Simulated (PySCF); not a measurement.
C$_{5}$H$_{9}$NO, triplet, at a GFN2-xTB geometry (a higher spin typed on purpose: for a closed-shell molecule this is an excited state); DF-HF/6-31G* (PySCF).

Input for PySCF:
```python
from pyscf import gto, scf

mol = gto.Mole()
mol.atom = '''
    C     2.031042   -0.190246   -0.018387
    N     0.722930    0.368497    0.135533
    C     0.153331    1.029615   -1.010573
    C    -1.342291    1.066107   -0.716358
    C    -1.565660   -0.283940   -0.043709
    C    -0.303599   -0.444120    0.820094
    O     0.078266   -1.600606    1.236400
    H     2.720820    0.617108   -0.271752
    H     2.083135   -0.948732   -0.810717
    H     2.316447   -0.657193    0.922996
    H     0.352134    0.470394   -1.937820
    H     0.605970    2.021560   -1.113300
    H    -1.566643    1.870570   -0.016417
    H    -1.942745    1.196424   -1.615029
    H    -2.445600   -0.316004    0.597453
    H    -1.647097   -1.093255   -0.781757
'''
mol.basis = '6-31g*'
mol.charge = 0
mol.spin = 2
mol.verbose = 4
mol.symmetry = True
mol.build()

mf = scf.UHF(mol)
mf = mf.density_fit(auxbasis='def2-universal-jkfit')
mf.kernel()
mf.analyze()
```

### Question
Predict the main parts of the log of this PySCF run.

### Answer

```
PySCF version 2.14.0

[INPUT] verbose = 4
[INPUT] num. atoms = 16
[INPUT] num. electrons = 54
[INPUT] charge = 0
[INPUT] spin (= nelec alpha-beta = 2S) = 2
[INPUT] symmetry True subgroup None
[INPUT] Mole.unit = angstrom
[INPUT] Symbol           X                Y                Z      unit          X                Y                Z       unit  Magmom
[...]
nuclear repulsion = 315.492738367335
point group symmetry = C1
symmetry origin: [0. 0. 0.]
symmetry axis x: [1. 0. 0.]
symmetry axis y: [0. 1. 0.]
symmetry axis z: [0. 0. 1.]
num. orbitals of irrep A = 116
number of shells = 60
number of NR pGTOs = 225
number of NR cGTOs = 116
basis = 6-31g*
ecp = {}

******** <class 'pyscf.df.df_jk.DFUHF'> ********
method = DFUHF
initial guess = minao
damping factor = 0
level_shift factor = 0
DIIS = <class 'pyscf.scf.diis.CDIIS'>
diis_start_cycle = 1
diis_space = 8
diis_damp = 0
SCF conv_tol = 1e-09
SCF conv_tol_grad = None
SCF max_cycles = 50
direct_scf = False
number electrons alpha = 28  beta = 26
Set gradient conv threshold to 3.16228e-05
******** <class 'pyscf.df.df.DF'> ********
auxbasis = def2-universal-jkfit
init E= -325.267321060186

cycle= 1 E= -323.483503068182  delta_E= 1.78  |g|= 0.665  |ddm|= 2.74
cycle= 2 E= -323.568476267167  delta_E= -0.085  |g|= 0.645  |ddm|=  1.3
cycle= 3 E= -323.736752010556  delta_E= -0.168  |g|= 0.0965  |ddm|= 0.723
cycle= 4 E= -323.748511791849  delta_E= -0.0118  |g|= 0.0418  |ddm|= 0.215
cycle= 5 E= -323.751680879968  delta_E= -0.00317  |g|= 0.0279  |ddm|= 0.0949
cycle= 6 E= -323.754098722304  delta_E= -0.00242  |g|= 0.0224  |ddm|= 0.0913
cycle= 7 E= -323.755780952891  delta_E= -0.00168  |g|= 0.0191  |ddm|= 0.0716
cycle= 8 E= -323.7577194566  delta_E= -0.00194  |g|= 0.0161  |ddm|= 0.0998
cycle= 9 E= -323.759297135099  delta_E= -0.00158  |g|= 0.0141  |ddm|= 0.0963
cycle= 10 E= -323.760449910042  delta_E= -0.00115  |g|= 0.014  |ddm|= 0.0762
cycle= 11 E= -323.760653149028  delta_E= -0.000203  |g|= 0.0123  |ddm|= 0.0188
cycle= 12 E= -323.760111481221  delta_E= 0.000542  |g|= 0.0148  |ddm|= 0.0422
cycle= 13 E= -323.760232005128  delta_E= -0.000121  |g|= 0.0143  |ddm|= 0.00805
cycle= 14 E= -323.760300732236  delta_E= -6.87e-05  |g|= 0.0144  |ddm|= 0.00456
cycle= 15 E= -323.760055782995  delta_E= 0.000245  |g|= 0.014  |ddm|= 0.0162
cycle= 16 E= -323.758398152639  delta_E= 0.00166  |g|= 0.0135  |ddm|= 0.127
cycle= 17 E= -323.757533941225  delta_E= 0.000864  |g|= 0.0137  |ddm|= 0.069
cycle= 18 E= -323.757831917711  delta_E= -0.000298  |g|= 0.0135  |ddm|= 0.0233
cycle= 19 E= -323.760605384162  delta_E= -0.00277  |g|= 0.0146  |ddm|= 0.207
cycle= 20 E= -323.759683018438  delta_E= 0.000922  |g|= 0.015  |ddm|= 0.0624
cycle= 21 E= -323.76006125827  delta_E= -0.000378  |g|= 0.016  |ddm|= 0.0317
cycle= 22 E= -323.759374321946  delta_E= 0.000687  |g|= 0.0149  |ddm|= 0.0565
cycle= 23 E= -323.762234403456  delta_E= -0.00286  |g|= 0.0193  |ddm|= 0.206
cycle= 24 E= -323.757352714061  delta_E= 0.00488  |g|= 0.0123  |ddm|= 0.382
cycle= 25 E= -323.757222991633  delta_E= 0.00013  |g|= 0.0125  |ddm|= 0.0118
cycle= 26 E= -323.757078463865  delta_E= 0.000145  |g|= 0.0128  |ddm|= 0.0139
cycle= 27 E= -323.758077938563  delta_E= -0.000999  |g|= 0.0115  |ddm|= 0.0829
cycle= 28 E= -323.759543536337  delta_E= -0.00147  |g|= 0.0111  |ddm|= 0.115
cycle= 29 E= -323.757023286988  delta_E= 0.00252  |g|= 0.0153  |ddm|= 0.193
cycle= 30 E= -323.757668736577  delta_E= -0.000645  |g|= 0.017  |ddm|= 0.0592
cycle= 31 E= -323.759429230402  delta_E= -0.00176  |g|= 0.0167  |ddm|= 0.144
cycle= 32 E= -323.759969074711  delta_E= -0.00054  |g|= 0.0162  |ddm|= 0.0384
cycle= 33 E= -323.761289770823  delta_E= -0.00132  |g|= 0.0186  |ddm|= 0.12
cycle= 34 E= -323.760068165123  delta_E= 0.00122  |g|= 0.0151  |ddm|= 0.102
cycle= 35 E= -323.757645480858  delta_E= 0.00242  |g|= 0.0171  |ddm|= 0.204
cycle= 36 E= -323.758649704288  delta_E= -0.001  |g|= 0.0133  |ddm|= 0.0841
cycle= 37 E= -323.76133545934  delta_E= -0.00269  |g|= 0.0137  |ddm|= 0.199
cycle= 38 E= -323.75920751968  delta_E= 0.00213  |g|= 0.014  |ddm|= 0.153
cycle= 39 E= -323.757429809547  delta_E= 0.00178  |g|= 0.0251  |ddm|= 0.116
cycle= 40 E= -323.759609818972  delta_E= -0.00218  |g|= 0.0176  |ddm|= 0.152
cycle= 41 E= -323.75910004423  delta_E= 0.00051  |g|= 0.0171  |ddm|= 0.0496
cycle= 42 E= -323.757118721387  delta_E= 0.00198  |g|= 0.0254  |ddm|= 0.143
cycle= 43 E= -323.755966691159  delta_E= 0.00115  |g|= 0.0329  |ddm|= 0.0654
cycle= 44 E= -323.755501440479  delta_E= 0.000465  |g|= 0.0352  |ddm|= 0.0347
cycle= 45 E= -323.756867877543  delta_E= -0.00137  |g|= 0.0263  |ddm|= 0.0888
cycle= 46 E= -323.758544602962  delta_E= -0.00168  |g|= 0.0146  |ddm|= 0.114
cycle= 47 E= -323.758256696667  delta_E= 0.000288  |g|= 0.0154  |ddm|= 0.0216
cycle= 48 E= -323.758864996458  delta_E= -0.000608  |g|= 0.0144  |ddm|= 0.0442
cycle= 49 E= -323.759830959743  delta_E= -0.000966  |g|= 0.0128  |ddm|= 0.0675
cycle= 50 E= -323.759438282158  delta_E= 0.000393  |g|= 0.0124  |ddm|= 0.0323
SCF not converged.
SCF energy = -323.759438282158 after 50 cycles  <S^2> = 2.0424544  2S+1 = 3.0281707
**** SCF Summaries ****
Total Energy =                        -323.759438282157646
Nuclear Repulsion Energy =             315.492738367334766
One-electron Energy =                -1065.258047969332438
Two-electron Energy =                  426.005871319839969
Two-electron Coulomb Energy =          470.080215751913670
DFT Exchange-Correlation Energy =      -44.074344432073701
**** MO energy ****
                             alpha | beta                alpha | beta
[...]
To work with the spin densities directly, `use mulliken_meta_spin()` only printing them here.

 ** Mulliken spin pop alpha/beta on meta-lowdin orthogonal AOs **
 ** Mulliken Spin Density (per AO)  **
spin_pop of  0 C 1s        0.00000
spin_pop of  0 C 2s       -0.00799
spin_pop of  0 C 3s        0.00010
spin_pop of  0 C 2px      -0.02329
spin_pop of  0 C 2py      -0.01310
spin_pop of  0 C 2pz      -0.01156
spin_pop of  0 C 3px       0.00022
spin_pop of  0 C 3py      -0.00020
spin_pop of  0 C 3pz       0.00028
spin_pop of  0 C 3dxy     -0.00012
spin_pop of  0 C 3dyz      0.00016
spin_pop of  0 C 3dz^2    -0.00002
spin_pop of  0 C 3dxz      0.00012
spin_pop of  0 C 3dx2-y2    0.00032
spin_pop of  1 N 1s       -0.00000
spin_pop of  1 N 2s        0.05882
spin_pop of  1 N 3s        0.00019
spin_pop of  1 N 2px       0.05930
spin_pop of  1 N 2py       0.38024
spin_pop of  1 N 2pz       0.17497
spin_pop of  1 N 3px       0.00033
spin_pop of  1 N 3py      -0.00040
spin_pop of  1 N 3pz      -0.00179
spin_pop of  1 N 3dxy     -0.00011
spin_pop of  1 N 3dyz     -0.00060
spin_pop of  1 N 3dz^2     0.00016
spin_pop of  1 N 3dxz      0.00002
spin_pop of  1 N 3dx2-y2   -0.00053
spin_pop of  2 C 1s        0.00000
spin_pop of  2 C 2s       -0.00871
spin_pop of  2 C 3s        0.00006
spin_pop of  2 C 2px      -0.00986
spin_pop of  2 C 2py      -0.01962
spin_pop of  2 C 2pz      -0.02391
spin_pop of  2 C 3px       0.00005
spin_pop of  2 C 3py       0.00009
spin_pop of  2 C 3pz       0.00018
spin_pop of  2 C 3dxy      0.00008
spin_pop of  2 C 3dyz      0.00026
spin_pop of  2 C 3dz^2     0.00020
spin_pop of  2 C 3dxz     -0.00005
spin_pop of  2 C 3dx2-y2    0.00014
spin_pop of  3 C 1s       -0.00000
spin_pop of  3 C 2s        0.00079
spin_pop of  3 C 3s       -0.00002
spin_pop of  3 C 2px       0.00446
spin_pop of  3 C 2py      -0.00013
spin_pop of  3 C 2pz       0.00164
spin_pop of  3 C 3px      -0.00008
spin_pop of  3 C 3py      -0.00007
spin_pop of  3 C 3pz      -0.00000
spin_pop of  3 C 3dxy      0.00001
spin_pop of  3 C 3dyz      0.00001
spin_pop of  3 C 3dz^2    -0.00001
spin_pop of  3 C 3dxz     -0.00003
spin_pop of  3 C 3dx2-y2    0.00001
spin_pop of  4 C 1s       -0.00000
spin_pop of  4 C 2s        0.00104
spin_pop of  4 C 3s        0.00004
spin_pop of  4 C 2px       0.00614
spin_pop of  4 C 2py      -0.00499
spin_pop of  4 C 2pz      -0.00447
spin_pop of  4 C 3px       0.00002
spin_pop of  4 C 3py      -0.00008
spin_pop of  4 C 3pz       0.00020
spin_pop of  4 C 3dxy      0.00010
spin_pop of  4 C 3dyz      0.00001
spin_pop of  4 C 3dz^2     0.00019
spin_pop of  4 C 3dxz     -0.00005
spin_pop of  4 C 3dx2-y2    0.00003
spin_pop of  5 C 1s       -0.00000
spin_pop of  5 C 2s        0.10681
spin_pop of  5 C 3s        0.00334
spin_pop of  5 C 2px      -0.02412
spin_pop of  5 C 2py       0.13473
spin_pop of  5 C 2pz       0.27730
spin_pop of  5 C 3px       0.00075
spin_pop of  5 C 3py       0.00040
spin_pop of  5 C 3pz       0.00038
spin_pop of  5 C 3dxy     -0.00059
spin_pop of  5 C 3dyz      0.00029
spin_pop of  5 C 3dz^2    -0.00007
spin_pop of  5 C 3dxz     -0.00046
spin_pop of  5 C 3dx2-y2   -0.00027
spin_pop of  6 O 1s       -0.00000
spin_pop of  6 O 2s        0.02140
spin_pop of  6 O 3s       -0.00043
spin_pop of  6 O 2px       0.11889
spin_pop of  6 O 2py       0.04285
spin_pop of  6 O 2pz       0.64290
spin_pop of  6 O 3px      -0.00082
spin_pop of  6 O 3py       0.00035
spin_pop of  6 O 3pz       0.00132
spin_pop of  6 O 3dxy      0.00008
spin_pop of  6 O 3dyz      0.00029
spin_pop of  6 O 3dz^2    -0.00023
spin_pop of  6 O 3dxz     -0.00006
spin_pop of  6 O 3dx2-y2    0.00000
spin_pop of  7 H 1s        0.00555
spin_pop of  7 H 2s        0.00007
spin_pop of  8 H 1s        0.03482
spin_pop of  8 H 2s       -0.00008
spin_pop of  9 H 1s        0.00563
spin_pop of  9 H 2s       -0.00013
spin_pop of  10 H 1s        0.02763
spin_pop of  10 H 2s       -0.00003
spin_pop of  11 H 1s        0.01861
spin_pop of  11 H 2s        0.00019
spin_pop of  12 H 1s       -0.00105
spin_pop of  12 H 2s        0.00003
spin_pop of  13 H 1s       -0.00299
spin_pop of  13 H 2s       -0.00002
spin_pop of  14 H 1s       -0.00200
spin_pop of  14 H 2s        0.00016
spin_pop of  15 H 1s        0.02870
spin_pop of  15 H 2s        0.00072
 ** Mulliken Spin Density (per atom)  **
spin density of  0 C =     -0.05507
spin density of  1 N =      0.67060
spin density of  2 C =     -0.06110
spin density of  3 C =      0.00660
spin density of  4 C =     -0.00182
spin density of  5 C =      0.49848
spin density of  6 O =      0.82653
spin density of  7 H =      0.00561
spin density of  8 H =      0.03474
spin density of  9 H =      0.00550
spin density of  10 H =      0.02760
spin density of  11 H =      0.01880
spin density of  12 H =     -0.00103
spin density of  13 H =     -0.00301
spin density of  14 H =     -0.00184
spin density of  15 H =      0.02942
 ** Mulliken pop alpha/beta on meta-lowdin orthogonal AOs **
 ** Mulliken pop       alpha | beta **
In total            28.00000 | 26.00000
 ** Mulliken atomic charges   ( Nelec_alpha | Nelec_beta ) **
charge of  0C =     -0.16342  (     3.05417      3.10925 )
charge of  1N =     -0.01439  (     3.84249      3.17189 )
charge of  2C =     -0.05887  (     2.99889      3.05999 )
charge of  3C =     -0.15531  (     3.08096      3.07436 )
charge of  4C =     -0.16937  (     3.08377      3.08559 )
charge of  5C =      0.06272  (     3.21788      2.71940 )
charge of  6O =     -0.34626  (     4.58639      3.75987 )
charge of  7H =      0.09343  (     0.45609      0.45048 )
charge of  8H =      0.10064  (     0.46705      0.43231 )
charge of  9H =      0.12812  (     0.43869      0.43319 )
charge of  10H =      0.08729  (     0.47015      0.44256 )
charge of  11H =      0.09647  (     0.46116      0.44236 )
charge of  12H =      0.09003  (     0.45447      0.45550 )
charge of  13H =      0.08885  (     0.45407      0.45708 )
charge of  14H =      0.09146  (     0.45335      0.45519 )
charge of  15H =      0.06862  (     0.48040      0.45098 )
Dipole moment(X, Y, Z, Debye):  1.25371,  2.40910, -3.07140
```

Convergence was not reached.
